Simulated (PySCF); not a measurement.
# Computed records: B2H6NSi, CH6BSi

Calculation on a computer-drawn molecule: the log of a Hartree-Fock and frozen-core CCSD(T) single point meant for a local Hartree-Fock minimum, with one planted fault or none, to be diagnosed. Offsets are logged minus clean, where the clean run is the same molecule without the fault. The reference is restricted for singlets and unrestricted otherwise, and also for a bond in bohr or an excited solution. Adding or removing an electron swaps singlet and doublet. The excited solution moves the top pair (singlet) or top alpha electron (doublet) to the lowest empty orbital. Highest occupied and lowest empty are orbital energies over both spins, largest force is the largest gradient component, triples share is (T) over the correlation energy, the T1 limit is 0.02 restricted and 0.045 unrestricted, electrons count all cores, a negative frequency is imaginary (commonest isotopes), and the dipole is about the centre of nuclear charge. Program: PySCF 2.14.0.

Common to all runs: meant charge 1; meant multiplicity 1; meant basis cc-pV(D+d)Z; logged SCF converged yes; possible faults no fault, one electron removed, one electron added, multiplicity raised by two, geometry at a saddle point, SCF held on an excited solution, minimal basis STO-3G, one bond length entered in bohr, all coordinates scaled.

(1) B2H6NSi

Logged structure:
```xyz
10
B2H6NSi
B     -1.6823    -1.3466     1.2649
Si    -1.6749     0.5402     0.5254
B     -0.0993     1.5600    -0.3071
N      0.2376     1.5229    -1.6304
H     -1.3066    -1.5275     2.3810
H     -2.0602    -2.2353     0.5669
H     -2.9298     1.2833     0.7500
H      0.5053     2.2012     0.5008
H     -0.2315     1.0085    -2.3481
H      1.0151     2.0532    -1.9783
```

* logged electrons: 36
* logged basis functions: 95
* logged spin squared: 0
* logged highest occupied: -10.916 eV
* logged lowest empty: -9.6906 eV
* logged largest force: 0.1074 hartree/bohr
* logged CC converged: no
* logged dipole magnitude: 2.9212 debye
* logged SCF stable within its kind: no
* logged energy HF: -395.61672 hartree
* planted fault: SCF held on an excited solution
* HF energy offset from clean run: 231.4 kcal/mol

Drawn bonds:
```csv
atom,other atom,order
1,2,1
2,3,1
3,4,1
1,5,1
1,6,1
2,7,1
3,8,1
4,9,1
4,10,1
```

Notes: CCSD not converged.

(2) CH6BSi

Logged structure:
```xyz
9
CH6BSi
B     -1.0411    -1.1853    -2.1961
Si    -1.3594     0.0086    -0.5861
C     -2.8681     1.0100    -0.2735
H     -1.3786    -2.3254    -2.1352
H     -0.5231    -0.7162    -3.1600
H     -0.3101     0.1027     0.4387
H     -2.5766     2.0623    -0.1760
H     -3.2955     0.7098     0.6903
H     -3.6191     0.9083    -1.0559
```

- logged electrons: 31
- logged basis functions: 81
- logged spin squared: 0.769
- logged highest occupied: -6.6786 eV
- logged lowest empty: 1.255 eV
- logged largest force: 0.017962 hartree/bohr
- logged T1 diagnostic: 0.01117
- logged D1 diagnostic: 0.030989
- logged triples share: 0.025973
- logged CC converged: yes
- logged dipole magnitude: 0.75838 debye
- logged SCF stable within its kind: yes
- logged energy HF: -354.89503 hartree
- logged energy CCSD(T): -355.27296 hartree
- planted fault: one electron added
- HF energy offset from clean run: -135.5 kcal/mol
- CCSD(T) energy offset from clean run: -146.4 kcal/mol

Drawn bonds:
```csv
atom,other atom,order
1,2,1
2,3,1
1,4,1
1,5,1
2,6,1
3,7,1
3,8,1
3,9,1
```

(3) CH6BSi

Structure as in entry 2.

- logged electrons: 29
- logged basis functions: 81
- logged spin squared: 0.7732
- logged highest occupied: -24.562 eV
- logged lowest empty: -15.169 eV
- logged largest force: 0.069027 hartree/bohr
- logged T1 diagnostic: 0.018526
- logged D1 diagnostic: 0.061645
- logged triples share: 0.028853
- logged CC converged: yes
- logged dipole magnitude: 3.219 debye
- logged SCF stable within its kind: yes
- logged energy HF: -354.08169 hartree
- logged energy CCSD(T): -354.42126 hartree
- planted fault: one electron removed
- HF energy offset from clean run: 374.9 kcal/mol
- CCSD(T) energy offset from clean run: 388 kcal/mol

Drawn bonds:
```csv
atom,other atom,order
1,2,1
2,3,1
1,4,1
1,5,1
2,6,1
3,7,1
3,8,1
3,9,1
```
